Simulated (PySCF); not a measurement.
A structure optimised at PBE0-D3(BJ)/def2-SVP, used in a PySCF frequency run:

```xyz
8

C      0.0000    -0.7369    -0.8716
C      0.0000     0.7369    -0.8716
N      0.0000     1.1593     0.3708
C      0.0000     0.0000     1.0914
N      0.0000    -1.1593     0.3708
H      0.0000    -1.4103    -1.7324
H      0.0000     1.4103    -1.7324
H      0.0000     0.0000     2.1840
```
Charge 0, spin multiplicity 2.

Problem. Write its SMILES, formula and point group.

Solution. C1=CN=C[N]1, C₃H₃N₂, C2v

Problem. What are its rotational constants (standard atomic weights)?

Solution. 10.698, 9.2381, 4.9572 GHz
